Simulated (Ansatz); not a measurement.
Species: C2H6Cl2GeO2, SMILES `C[O][Ge]([Cl])([Cl])[O]C` (C–O–Ge–Cl torsion 58°, Cl–Ge–O–C torsion 58°) (charge 0, multiplicity 1).

Give a relaxed geometry from PBE0-D3(BJ)/def2-SVP in Ansatz (a program for electronic structure).

One answer among several that fit: the end point of this relaxation, one of several conformers (outside a Z-matrix the atoms follow the SMILES, hydrogens last).
Bonded distances (Å): C1–O2 1.410, C1–H8 1.100, C1–H9 1.104, C1–H10 1.104, O2–Ge3 1.749, Ge3–Cl4 2.146, Ge3–Cl5 2.127, Ge3–O6 1.741, O6–C7 1.413, C7–H11 1.099, C7–H12 1.104, C7–H13 1.103. Bond angles (°): O2–C1–H8 107.7, O2–C1–H9 111.9, O2–C1–H10 111.7, H8–C1–H9 108.4, H8–C1–H10 108.4, H9–C1–H10 108.6, C1–O2–Ge3 121.5, O2–Ge3–Cl4 108.5, O2–Ge3–Cl5 111.3, O2–Ge3–O6 108.7, Cl4–Ge3–Cl5 109.2, Cl4–Ge3–O6 111.0, Cl5–Ge3–O6 108.2, Ge3–O6–C7 120.3, O6–C7–H11 107.4, O6–C7–H12 111.9, O6–C7–H13 111.7, H11–C7–H12 108.4, H11–C7–H13 108.6, H12–C7–H13 108.7.
